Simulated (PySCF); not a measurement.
## UHF on Ne²⁺ (neon, charge +2)

Configuration: [He] 2s2 2p4, high-spin 3P determinant. Calculation: PySCF 2.14, in aug-cc-pVDZ-DK (4s3p2d, 23 functions); scalar relativity by spin-free X2C-1e.

```json
{
  "Total energy": "-126.459842 hartree",
  "One-electron energy": "-166.6271 hartree",
  "Hartree (Coulomb) energy": "51.2872 hartree",
  "Exchange energy": "-11.1200 hartree",
  "⟨S²⟩": "2.0034",
  "⟨L²⟩": "2.006",
  "Sum of ⟨r⟩": "5.216 bohr",
  "Sum of ⟨r²⟩": "5.056 bohr²",
  "Traceless quadrupole moment −½Σ⟨3z² − r²⟩ along its main axis": "-0.371 e·bohr²",
  "Langevin diamagnetic susceptibility": "-4.00 ×10⁻⁶ cm³/mol",
  "Time after the integrals": "0.09 s of wall time on 1 thread of Neoverse-N1 (shared host)"
}
```

| shell | electrons | mean orbital energy (hartree) | spread (hartree) | rms radius, mean of both spins (bohr) |
| --- | --- | --- | --- | --- |
| 1s α | 1 | -34.76053 | 0 | 0.182 |
| 1s β | 1 | -34.62298 | 0 | 0.182 |
| 2s α | 1 | -3.65658 | 0 | 0.911 |
| 2s β | 1 | -3.18694 | 0 | 0.911 |
| 2p α | 3 | -2.57218 | 0.14213 | 0.912 |
| 2p β | 1 | -2.34905 | 0 | 0.912 |
